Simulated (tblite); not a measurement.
A geometry optimisation, step by step.

Compound: C6H8BrFO.
Atom-mapped SMILES: `[CH2:1]=[CH:2][CH2:3][C@:4]([CH3:5])([F:6])[C:7](=[O:8])[Br:9]` (hydrogens: H10, H11 on C1; H12 on C2; H13, H14 on C3; H15, H16, H17 on C5)

Computed with GFN2-xTB (tblite), gas phase: L-BFGS steps from a force-field or distance-geometry start until the largest atomic force falls under 0.01 eV/Å. 12 of its 113 geometries are shown.

Step 0: E = -809.5894 eV, largest atomic force 4.636 eV/Å
```
atom  x, y, z in Å  |  force x, y, z in eV/Å
C1      2.718    0.084   -0.613   -1.838   0.488   0.021
C2      1.434    0.499   -0.784    2.972  -0.903   0.564
C3      0.493    0.390    0.349    0.913   0.368   1.192
C4     -0.714   -0.460    0.066   -0.450  -0.107   0.952
C5     -1.577   -0.462    1.318   -0.810   1.077   0.516
F6     -0.354   -1.772   -0.219    0.178   0.402   0.014
C7     -1.530    0.006   -1.070   -0.277  -2.711  -3.751
O8     -1.692   -0.737   -2.038   -0.116   2.510   2.142
Br9    -2.321    1.757   -1.024    0.153  -0.154   0.139
H10     3.034   -0.320    0.352   -0.023   0.169  -0.533
H11     3.442    0.139   -1.403    0.040  -0.012   0.024
H12     1.149    0.884   -1.731   -0.449   0.257  -0.419
H13     0.201    1.390    0.760    0.026  -0.614  -0.621
H14     1.034   -0.127    1.185   -0.334   0.371  -0.493
H15    -1.317   -1.305    1.955   -0.202   0.087  -0.113
H16    -2.658   -0.455    1.040    0.737  -0.294   0.500
H17    -1.349    0.499    1.847   -0.521  -0.935  -0.134
```

Step 10: E = -810.0703 eV, largest atomic force 0.326 eV/Å
```
atom  x, y, z in Å  |  force x, y, z in eV/Å
C1      2.748    0.081   -0.638   -0.142   0.011  -0.029
C2      1.493    0.471   -0.772    0.101  -0.023   0.006
C3      0.523    0.394    0.365    0.014   0.001  -0.057
C4     -0.732   -0.455    0.082    0.005   0.083   0.181
C5     -1.625   -0.437    1.335   -0.030  -0.071   0.021
F6     -0.310   -1.758   -0.154   -0.137   0.166   0.008
C7     -1.514   -0.044   -1.151    0.186  -0.254   0.083
O8     -1.739   -0.675   -2.120    0.044   0.119   0.087
Br9    -2.265    1.750   -0.975    0.031   0.097   0.045
H10     3.088   -0.323    0.303    0.079  -0.016  -0.071
H11     3.477    0.138   -1.428   -0.072   0.030  -0.014
H12     1.113    0.890   -1.695    0.065  -0.049  -0.020
H13     0.209    1.400    0.661   -0.019  -0.043  -0.090
H14     1.024   -0.084    1.211   -0.073   0.079   0.047
H15    -1.353   -1.292    1.949    0.000  -0.036   0.004
H16    -2.684   -0.510    1.101   -0.007  -0.064  -0.084
H17    -1.462    0.467    1.918   -0.045  -0.030  -0.118
```

Step 20: E = -810.1149 eV, largest atomic force 0.120 eV/Å
```
atom  x, y, z in Å  |  force x, y, z in eV/Å
C1      2.758    0.064   -0.663   -0.060  -0.003  -0.008
C2      1.497    0.440   -0.764   -0.008   0.011   0.013
C3      0.522    0.406    0.376    0.015   0.003   0.006
C4     -0.727   -0.459    0.123    0.055   0.040  -0.011
C5     -1.658   -0.464    1.340   -0.014  -0.021  -0.014
F6     -0.325   -1.764   -0.118    0.015   0.086  -0.022
C7     -1.473   -0.024   -1.117    0.050  -0.107   0.022
O8     -1.685   -0.627   -2.104   -0.007   0.063  -0.024
Br9    -2.193    1.793   -0.918   -0.003   0.023  -0.010
H10     3.157   -0.347    0.249    0.025   0.010   0.009
H11     3.437    0.157   -1.491    0.019  -0.065   0.001
H12     1.131    0.845   -1.698   -0.089  -0.014   0.017
H13     0.184    1.428    0.577    0.014  -0.048   0.042
H14     1.010    0.010    1.269    0.011   0.027  -0.019
H15    -1.379   -1.299    1.975    0.080  -0.024   0.069
H16    -2.695   -0.604    1.050   -0.073  -0.008  -0.042
H17    -1.568    0.459    1.904   -0.030   0.026  -0.031
```

Step 31: E = -810.1375 eV, largest atomic force 0.104 eV/Å
```
atom  x, y, z in Å  |  force x, y, z in eV/Å
C1      2.725    0.037   -0.693    0.028  -0.010   0.028
C2      1.468    0.432   -0.747    0.032   0.027  -0.014
C3      0.534    0.436    0.426    0.015  -0.009  -0.040
C4     -0.696   -0.442    0.142   -0.019   0.003   0.000
C5     -1.672   -0.489    1.318   -0.033  -0.014   0.039
F6     -0.266   -1.730   -0.126   -0.007  -0.006   0.018
C7     -1.419    0.015   -1.102   -0.017   0.007  -0.020
O8     -1.621   -0.565   -2.104   -0.015   0.017  -0.032
Br9    -2.141    1.837   -0.883   -0.007  -0.016  -0.027
H10     3.167   -0.315    0.224   -0.004  -0.014   0.051
H11     3.376    0.047   -1.550   -0.070   0.020  -0.033
H12     1.035    0.774   -1.678    0.042   0.018  -0.018
H13     0.183    1.453    0.621    0.059  -0.016   0.024
H14     1.038    0.056    1.316   -0.031  -0.018  -0.024
H15    -1.336   -1.249    2.018    0.086   0.017   0.056
H16    -2.674   -0.759    0.994   -0.028  -0.025  -0.049
H17    -1.708    0.475    1.815   -0.030   0.019   0.040
```

Step 41: E = -810.1468 eV, largest atomic force 0.091 eV/Å
```
atom  x, y, z in Å  |  force x, y, z in eV/Å
C1      2.713    0.022   -0.696    0.074  -0.020   0.002
C2      1.462    0.431   -0.741    0.040   0.038  -0.022
C3      0.535    0.444    0.435   -0.006  -0.019  -0.016
C4     -0.700   -0.422    0.146   -0.036  -0.034   0.013
C5     -1.677   -0.494    1.320    0.001  -0.007   0.007
F6     -0.266   -1.711   -0.118    0.000  -0.035  -0.024
C7     -1.412    0.033   -1.106   -0.005   0.090   0.012
O8     -1.596   -0.534   -2.119    0.002  -0.036   0.019
Br9    -2.133    1.856   -0.891   -0.008  -0.011   0.000
H10     3.174   -0.316    0.216   -0.016  -0.044   0.048
H11     3.333    0.012   -1.573    0.051   0.027  -0.039
H12     1.041    0.768   -1.679   -0.055   0.028  -0.007
H13     0.211    1.463    0.655   -0.015  -0.003   0.000
H14     1.039    0.036    1.313   -0.012   0.000   0.005
H15    -1.275   -1.185    2.057    0.015   0.005   0.008
H16    -2.642   -0.868    0.987   -0.040  -0.061   0.019
H17    -1.814    0.477    1.781    0.008   0.081  -0.025
```

Step 51: E = -810.1601 eV, largest atomic force 0.069 eV/Å
```
atom  x, y, z in Å  |  force x, y, z in eV/Å
C1      2.723    0.015   -0.700    0.005  -0.062   0.025
C2      1.475    0.435   -0.741   -0.010   0.025  -0.018
C3      0.540    0.421    0.432   -0.046  -0.007  -0.022
C4     -0.718   -0.418    0.141   -0.022  -0.043  -0.006
C5     -1.677   -0.490    1.329    0.030   0.008  -0.007
F6     -0.315   -1.712   -0.146    0.041  -0.045   0.013
C7     -1.427    0.056   -1.108    0.025   0.053  -0.016
O8     -1.591   -0.510   -2.125   -0.022  -0.025  -0.001
Br9    -2.154    1.876   -0.912    0.033  -0.019   0.058
H10     3.151   -0.381    0.204    0.047  -0.022   0.041
H11     3.365    0.035   -1.564   -0.032   0.029   0.013
H12     1.063    0.820   -1.664   -0.046   0.036  -0.024
H13     0.227    1.439    0.673   -0.011   0.013   0.008
H14     1.040   -0.009    1.304   -0.026   0.002  -0.034
H15    -1.188   -1.046    2.127   -0.015   0.020   0.001
H16    -2.588   -1.020    1.052    0.048   0.014  -0.005
H17    -1.932    0.502    1.688    0.000   0.022  -0.025
```

Step 61: E = -810.1657 eV, largest atomic force 0.029 eV/Å
```
atom  x, y, z in Å  |  force x, y, z in eV/Å
C1      2.716    0.003   -0.696   -0.007  -0.001  -0.005
C2      1.474    0.442   -0.740    0.003   0.008  -0.004
C3      0.535    0.412    0.427   -0.006  -0.002   0.004
C4     -0.719   -0.429    0.133   -0.001  -0.007   0.005
C5     -1.670   -0.486    1.326    0.002   0.004  -0.003
F6     -0.316   -1.724   -0.150    0.006  -0.006  -0.004
C7     -1.429    0.057   -1.111    0.026  -0.013   0.001
O8     -1.603   -0.498   -2.133   -0.017  -0.001   0.011
Br9    -2.135    1.881   -0.885    0.005   0.009  -0.010
H10     3.138   -0.418    0.201   -0.001  -0.003   0.009
H11     3.364    0.049   -1.554    0.005  -0.007  -0.014
H12     1.068    0.854   -1.654    0.007   0.021  -0.018
H13     0.218    1.426    0.680   -0.002   0.002   0.011
H14     1.033   -0.028    1.292    0.002   0.006   0.012
H15    -1.153   -0.955    2.159    0.000  -0.010   0.003
H16    -2.544   -1.086    1.079   -0.008   0.000   0.003
H17    -1.983    0.512    1.617   -0.014   0.001   0.000
```

Step 71: E = -810.1668 eV, largest atomic force 0.037 eV/Å
```
atom  x, y, z in Å  |  force x, y, z in eV/Å
C1      2.709   -0.004   -0.703   -0.010   0.023   0.006
C2      1.474    0.456   -0.740    0.004   0.012   0.015
C3      0.536    0.415    0.430   -0.006   0.001   0.008
C4     -0.715   -0.431    0.135    0.007   0.011  -0.005
C5     -1.672   -0.490    1.324    0.000   0.003  -0.018
F6     -0.309   -1.725   -0.149    0.006   0.011   0.010
C7     -1.428    0.052   -1.108    0.033  -0.013  -0.003
O8     -1.622   -0.510   -2.122   -0.010  -0.008   0.010
Br9    -2.102    1.890   -0.897   -0.006   0.016  -0.010
H10     3.125   -0.435    0.193    0.001  -0.037  -0.001
H11     3.359    0.039   -1.559   -0.001   0.008  -0.009
H12     1.078    0.894   -1.647   -0.017  -0.012  -0.003
H13     0.214    1.425    0.693   -0.001   0.004  -0.010
H14     1.041   -0.025    1.292   -0.009  -0.015  -0.001
H15    -1.152   -0.932    2.170    0.014  -0.003   0.011
H16    -2.530   -1.114    1.083   -0.005  -0.002  -0.011
H17    -2.013    0.505    1.593    0.000   0.001   0.011
```

Step 81: E = -810.1685 eV, largest atomic force 0.016 eV/Å
```
atom  x, y, z in Å  |  force x, y, z in eV/Å
C1      2.696   -0.009   -0.711   -0.007   0.001  -0.001
C2      1.472    0.480   -0.731    0.001  -0.003   0.010
C3      0.538    0.425    0.441   -0.002   0.002   0.008
C4     -0.705   -0.427    0.139    0.003   0.005  -0.007
C5     -1.672   -0.493    1.319   -0.004  -0.001  -0.015
F6     -0.285   -1.719   -0.137   -0.008   0.006   0.000
C7     -1.424    0.042   -1.105    0.012  -0.008  -0.008
O8     -1.660   -0.548   -2.095    0.004  -0.006  -0.005
Br9    -2.046    1.903   -0.938   -0.006  -0.002   0.003
H10     3.099   -0.486    0.167    0.012  -0.008   0.003
H11     3.347    0.045   -1.566   -0.007   0.001  -0.013
H12     1.080    0.949   -1.624    0.002   0.007   0.002
H13     0.213    1.432    0.710   -0.002  -0.001   0.007
H14     1.044   -0.023    1.297    0.002   0.003   0.001
H15    -1.152   -0.918    2.174    0.001   0.000   0.009
H16    -2.513   -1.138    1.071   -0.009  -0.003   0.007
H17    -2.038    0.496    1.576    0.009   0.006   0.001
```

Step 92: E = -810.1690 eV, largest atomic force 0.017 eV/Å
```
atom  x, y, z in Å  |  force x, y, z in eV/Å
C1      2.692   -0.012   -0.715    0.006  -0.008  -0.006
C2      1.473    0.490   -0.721   -0.003  -0.010  -0.013
C3      0.537    0.428    0.449    0.006   0.001  -0.003
C4     -0.702   -0.429    0.139    0.002   0.005   0.003
C5     -1.673   -0.491    1.317    0.007  -0.001   0.002
F6     -0.279   -1.720   -0.133   -0.001   0.002   0.014
C7     -1.420    0.033   -1.109    0.000   0.007   0.002
O8     -1.661   -0.565   -2.092    0.013  -0.004  -0.006
Br9    -2.039    1.896   -0.954   -0.002  -0.001   0.003
H10     3.100   -0.505    0.151   -0.009   0.000   0.003
H11     3.334    0.048   -1.577    0.004   0.004  -0.003
H12     1.084    0.975   -1.607   -0.006   0.010   0.000
H13     0.208    1.433    0.721   -0.007  -0.003   0.006
H14     1.043   -0.022    1.305   -0.002  -0.003   0.002
H15    -1.156   -0.920    2.172   -0.004   0.006   0.004
H16    -2.519   -1.130    1.070   -0.004   0.003  -0.009
H17    -2.030    0.502    1.574    0.000  -0.007   0.002
```

Step 102: E = -810.1702 eV, largest atomic force 0.047 eV/Å
```
atom  x, y, z in Å  |  force x, y, z in eV/Å
C1      2.670   -0.023   -0.744    0.009   0.002   0.014
C2      1.469    0.519   -0.708   -0.001  -0.009  -0.012
C3      0.541    0.428    0.467    0.012   0.006  -0.002
C4     -0.694   -0.432    0.151    0.004   0.010   0.006
C5     -1.681   -0.480    1.316    0.018  -0.003   0.003
F6     -0.268   -1.728   -0.095    0.003   0.017  -0.005
C7     -1.391    0.013   -1.115   -0.008   0.012   0.009
O8     -1.602   -0.591   -2.100    0.010   0.019   0.008
Br9    -2.035    1.874   -0.981    0.018  -0.043  -0.004
H10     3.072   -0.568    0.094   -0.011  -0.014   0.010
H11     3.306    0.055   -1.609   -0.021   0.013   0.000
H12     1.086    1.061   -1.564   -0.006   0.002  -0.007
H13     0.204    1.424    0.760   -0.002   0.009  -0.008
H14     1.050   -0.034    1.313    0.020  -0.007  -0.007
H15    -1.173   -0.887    2.187    0.004  -0.020   0.003
H16    -2.514   -1.133    1.064   -0.029   0.012   0.019
H17    -2.049    0.513    1.554   -0.019  -0.006  -0.025
```

Step 112: E = -810.1712 eV, largest atomic force 0.007 eV/Å
```
atom  x, y, z in Å  |  force x, y, z in eV/Å
C1      2.647   -0.032   -0.767    0.003  -0.003  -0.002
C2      1.462    0.542   -0.699   -0.007   0.002   0.000
C3      0.546    0.433    0.483   -0.003   0.001   0.000
C4     -0.685   -0.434    0.165    0.000  -0.001   0.001
C5     -1.689   -0.474    1.315    0.002  -0.003   0.002
F6     -0.251   -1.730   -0.064    0.000   0.000  -0.002
C7     -1.361   -0.001   -1.116    0.002   0.000  -0.002
O8     -1.540   -0.609   -2.106    0.001   0.005   0.001
Br9    -2.026    1.849   -1.001    0.002  -0.003  -0.002
H10     3.039   -0.621    0.045    0.000  -0.002   0.002
H11     3.274    0.062   -1.636    0.002  -0.002   0.002
H12     1.086    1.125   -1.530    0.000   0.003  -0.003
H13     0.204    1.423    0.791   -0.002   0.003  -0.001
H14     1.067   -0.039    1.317   -0.003   0.001   0.000
H15    -1.194   -0.873    2.198    0.002   0.001   0.003
H16    -2.520   -1.129    1.060   -0.003  -0.003  -0.001
H17    -2.066    0.520    1.534    0.005   0.000   0.002
```

Task: Summarise the path.

Result: The energy falls by 0.5819 eV from step 0 to step 112; nine tenths of that is first reached at step 20. It never rises by more than 0.2 meV. The largest force goes from 4.636 to 0.007 eV/Å. Among the bonds C7=O8 changes most, from 1.232 to 1.175 Å; the atoms move by 0.348 Å rms after alignment.

Task: Follow the three bonds and two angles with the largest change from start to end.

Result: 
```csv
step,E above end (eV),largest force (eV/Å),C7=O8 (Å),C7–Br9 (Å),C1=C2 (Å),C4–C7–O8 (°),C4–C7–Br9 (°)
0,0.5819,4.636,1.232,1.922,1.360,119.2,119.8
5,0.1556,0.429,1.172,1.979,1.314,128.6,113.1
10,0.1009,0.326,1.178,1.953,1.321,128.5,111.9
15,0.0705,0.252,1.174,1.977,1.319,130.5,110.6
19,0.0585,0.156,1.176,1.964,1.320,128.9,111.2
24,0.0494,0.151,1.175,1.974,1.318,130.1,111.5
29,0.0379,0.157,1.176,1.967,1.320,128.9,111.5
34,0.0302,0.080,1.175,1.972,1.318,130.0,111.1
39,0.0262,0.080,1.175,1.970,1.318,129.8,111.0
44,0.0196,0.084,1.176,1.969,1.318,129.3,111.8
49,0.0131,0.100,1.176,1.969,1.319,128.9,112.3
54,0.0077,0.073,1.176,1.967,1.318,128.8,112.3
58,0.0060,0.039,1.175,1.971,1.318,129.4,111.8
63,0.0054,0.022,1.176,1.970,1.319,129.3,111.8
68,0.0050,0.023,1.175,1.971,1.319,129.4,111.8
73,0.0041,0.035,1.175,1.969,1.318,129.3,111.8
78,0.0032,0.031,1.175,1.972,1.319,129.2,111.9
83,0.0027,0.013,1.175,1.970,1.318,129.3,111.9
88,0.0024,0.015,1.176,1.970,1.319,129.2,111.8
93,0.0022,0.017,1.175,1.969,1.318,129.3,111.9
97,0.0019,0.019,1.176,1.969,1.319,129.2,112.0
102,0.0010,0.047,1.175,1.974,1.319,129.3,111.8
107,0.0002,0.047,1.176,1.968,1.319,129.3,111.8
112,0.0000,0.007,1.175,1.970,1.318,129.3,111.8
```

The cost below is that of the whole relaxation. Time: 0.85 s. Hardware: one thread of an AMD EPYC 9R45 (shared host).
